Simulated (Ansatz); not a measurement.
`[SiH3]C[S][GaH2]` + `C=CC(=O)O` → `O=[C](O)[GaH2]` + `C=CSC[SiH3]`  (formal exchange of groups at a Ga–S bond)

Calculated with Ansatz (gas phase, PBE0-D4/def2-TZVP geometries, no zero-point term in ΔE). CCSD(T)/CBS is the MP2 limit (def2-TZVPP, def2-QZVPP) plus CCSD(T) − MP2 in def2-TZVPP, frozen cores. DFT in def2-TZVPP. For Ga outer-core shells are correlated without core-valence functions, which leaves a few kJ/mol of doubt a bond. Scalar relativity is left out up to krypton. One conformer a species, not always the lowest.

`[SiH3]C[S][GaH2]`:

Z-matrix (Å, degrees):
```
Si
C 1 1.878
H 1 1.484 2 109.6
H 1 1.490 2 111.1 3 -120.9
H 1 1.488 2 108.6 3 119.2
S 2 1.826 1 109.7 3 -57.8
H 2 1.092 1 110.8 3 59.6
H 2 1.091 1 111.5 3 179.1
Ga 6 2.191 2 102.8 1 -80.8
H 9 1.558 6 115.9 2 176.6
H 9 1.563 6 116.9 2 -5.1
```

`C=CC(=O)O`:

Cartesian coordinates in Å:
```
C 0.918 -0.863 0.735
C 0.115 -0.705 -0.309
C -0.652 0.524 -0.582
O -1.379 0.660 -1.532
O -0.467 1.493 0.332
H 1.459 -1.789 0.890
H 1.055 -0.072 1.463
H -0.033 -1.485 -1.046
H -1.015 2.237 0.048
```

`O=[C](O)[GaH2]`:

Cartesian coordinates in Å:
```
O -0.642 -1.533 0.529
C 0.105 -0.638 0.224
O 1.442 -0.771 0.287
Ga -0.625 1.124 -0.401
H 1.627 -1.672 0.605
H -0.942 1.288 -1.921
H -0.965 2.201 0.677
```

`C=CSC[SiH3]`:

Cartesian coordinates in Å:
```
C -2.528 -0.404 0.681
C -1.382 -0.631 0.049
S 0.049 -1.254 0.826
C 1.339 -0.669 -0.301
Si 1.570 1.197 -0.221
H -2.625 -0.521 1.754
H -3.409 -0.106 0.126
H -1.304 -0.500 -1.027
H 2.255 -1.167 0.028
H 1.133 -1.025 -1.314
H 1.945 1.583 1.162
H 2.647 1.618 -1.160
H 0.309 1.880 -0.603
```

| level | ΔE (eV) |
| --- | --- |
| B2PLYP | 1.41 |
| CCSD/def2-TZVPP | 1.47 |

What does CCSD(T)/CBS give? (An estimate is asked.)

Ansatz gave: +1.46 eV. The listed levels differ from it by -0.05, 0.01 eV.

Largest T1 diagnostic among the species: 0.017.

From PBE to PBE0 (25 % exact exchange), in def2-TZVPP and without D4, ΔE moves by +0.11 eV. In def2-TZVPP, CCSD(T) changes the Hartree–Fock value by −0.16 eV (the triples alone add −0.02 eV) and MP2 by −0.17 eV.
